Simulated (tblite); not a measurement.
C6H9BCl2S.
Atom-mapped SMILES: `[CH:1]#[C:2][C@H:3]([S:4][CH:5]([CH3:6])[CH3:7])[B:8]([Cl:9])[Cl:10]` (hydrogens: H11 on C1; H12 on C3; H13 on C5; H14, H15, H16 on C6; H17, H18, H19 on C7)

Computed with GFN2-xTB (tblite), gas phase: L-BFGS steps from a force-field or distance-geometry start until the largest atomic force falls under 0.01 eV/Å.

Step 36: E = -843.6460 eV
```
atom  x, y, z in Å  |  force x, y, z in eV/Å
C1     -2.4706    1.9743    0.0266    0.011  -0.009   0.006
C2     -2.1217    0.8840    0.3786   -0.013  -0.031   0.003
C3     -1.7147   -0.4363    0.7885    0.006  -0.049  -0.006
S4      0.0407   -0.4497    1.4507    0.035   0.020  -0.065
C5      1.1190   -0.2800   -0.0405   -0.031  -0.015   0.007
C6      0.9419    1.0837   -0.6819   -0.005  -0.015  -0.003
C7      2.5546   -0.4942    0.4168   -0.023  -0.004   0.024
B8     -1.8275   -1.5863   -0.3069   -0.020  -0.027   0.002
Cl9    -1.6943   -1.2502   -1.9907   -0.004   0.028   0.037
Cl10   -2.0647   -3.2145    0.1900    0.028   0.015  -0.004
H11    -2.7772    2.9302   -0.2756    0.005   0.016   0.003
H12    -2.2567   -0.7084    1.7006   -0.017   0.038   0.005
H13     0.8243   -1.0791   -0.7252    0.013   0.022   0.003
H14     1.0425    1.8620    0.0723    0.033   0.005  -0.037
H15    -0.0371    1.1765   -1.1415   -0.034   0.003  -0.026
H16     1.7025    1.2284   -1.4468   -0.005   0.016  -0.002
H17     3.1982   -0.6329   -0.4505   -0.007   0.027   0.032
H18     2.6333   -1.3727    1.0535    0.005   0.003  -0.015
H19     2.8974    0.3746    0.9745    0.021  -0.045   0.036
```

Step 37: E = -843.6468 eV
```
atom  x, y, z in Å  |  force x, y, z in eV/Å
C1     -2.4686    1.9770    0.0268    0.009  -0.013   0.003
C2     -2.1223    0.8855    0.3772   -0.011  -0.023   0.006
C3     -1.7161   -0.4337    0.7892    0.029  -0.063   0.008
S4      0.0403   -0.4461    1.4530    0.009   0.013  -0.044
C5      1.1171   -0.2811   -0.0379   -0.050  -0.017  -0.009
C6      0.9378    1.0805   -0.6814    0.000   0.009  -0.010
C7      2.5522   -0.4961    0.4161    0.004  -0.018   0.034
B8     -1.8196   -1.5837   -0.3065   -0.043  -0.054   0.024
Cl9    -1.6832   -1.2474   -1.9890   -0.004   0.032   0.022
Cl10   -2.0524   -3.2151    0.1881    0.033   0.037  -0.005
H11    -2.7742    2.9323   -0.2769    0.000   0.034  -0.001
H12    -2.2587   -0.7032    1.7018   -0.013   0.026  -0.009
H13     0.8208   -1.0794   -0.7221    0.013   0.002  -0.001
H14     1.0389    1.8611    0.0697    0.027   0.012  -0.022
H15    -0.0413    1.1709   -1.1412   -0.039   0.005  -0.023
H16     1.6968    1.2257   -1.4468    0.014   0.013  -0.023
H17     3.1940   -0.6259   -0.4540   -0.001   0.028   0.040
H18     2.6351   -1.3803    1.0454   -0.003   0.017  -0.025
H19     2.8936    0.3684    0.9810    0.027  -0.040   0.035
```

Step 38: E = -843.6475 eV
```
atom  x, y, z in Å  |  force x, y, z in eV/Å
C1     -2.4674    1.9778    0.0277    0.007  -0.016  -0.001
C2     -2.1238    0.8847    0.3762   -0.007  -0.011   0.004
C3     -1.7176   -0.4342    0.7895    0.037  -0.038   0.017
S4      0.0405   -0.4444    1.4517   -0.021   0.003  -0.005
C5      1.1160   -0.2816   -0.0370   -0.041  -0.002  -0.024
C6      0.9365    1.0790   -0.6818    0.006   0.028  -0.023
C7      2.5508   -0.4970    0.4167   -0.004   0.000   0.027
B8     -1.8173   -1.5839   -0.3057   -0.053  -0.054   0.035
Cl9    -1.6802   -1.2451   -1.9866   -0.003   0.033  -0.001
Cl10   -2.0468   -3.2158    0.1867    0.031   0.025   0.001
H11    -2.7725    2.9330   -0.2771    0.001   0.028   0.002
H12    -2.2597   -0.6994    1.7035   -0.010   0.008  -0.012
H13     0.8208   -1.0783   -0.7223    0.005  -0.025  -0.012
H14     1.0396    1.8611    0.0671    0.017   0.017  -0.008
H15    -0.0427    1.1688   -1.1418   -0.036   0.007  -0.016
H16     1.6949    1.2244   -1.4473    0.022   0.007  -0.037
H17     3.1914   -0.6218   -0.4537    0.025   0.023   0.011
H18     2.6357   -1.3826    1.0416   -0.008  -0.018  -0.004
H19     2.8918    0.3646    0.9850    0.031  -0.015   0.046
```

**Question.** Estimate the geometry and energy of step 39. (The exact step hangs on the optimiser's Hessian estimate; all steps are aligned on step 38, rigid shifts and turns removed.)

**Answer.** E = -843.6483 eV, largest force 0.068 eV/Å
```
atom  x, y, z in Å  |  force x, y, z in eV/Å
C1     -2.4658    1.9789    0.0283    0.002  -0.015  -0.006
C2     -2.1251    0.8841    0.3749   -0.001   0.002  -0.001
C3     -1.7181   -0.4346    0.7901    0.023   0.003   0.017
S4      0.0400   -0.4418    1.4514   -0.038  -0.007   0.029
C5      1.1139   -0.2821   -0.0360   -0.009   0.016  -0.036
C6      0.9342    1.0776   -0.6826    0.005   0.035  -0.035
C7      2.5490   -0.4981    0.4174   -0.002   0.009   0.012
B8     -1.8143   -1.5847   -0.3043   -0.053  -0.027   0.032
Cl9    -1.6748   -1.2416   -1.9843   -0.006   0.029  -0.012
Cl10   -2.0385   -3.2157    0.1853    0.026  -0.008   0.010
H11    -2.7703    2.9348   -0.2775    0.009   0.003   0.011
H12    -2.2613   -0.6950    1.7048   -0.004  -0.011  -0.013
H13     0.8202   -1.0782   -0.7217   -0.003  -0.042  -0.016
H14     1.0392    1.8612    0.0643    0.005   0.016  -0.003
H15    -0.0459    1.1657   -1.1425   -0.015   0.013  -0.005
H16     1.6922    1.2229   -1.4486    0.019  -0.001  -0.041
H17     3.1887   -0.6164   -0.4543    0.032   0.020   0.009
H18     2.6363   -1.3870    1.0365   -0.015  -0.032   0.003
H19     2.8905    0.3594    0.9911    0.024  -0.004   0.046
```

The energy changes by -0.0007 eV. The first-order estimate −F·Δx gives -0.0010 eV and the mean of the old and new forces, exact on a quadratic surface, -0.0007 eV. The step makes an angle of 72° with the force vector and moves no atom by more than 0.008 Å.

What follows is the cost of the whole relaxation. Hardware: one thread, Arm Neoverse V1 (aarch64), on a shared host. Cost: 1.2 s of wall time.
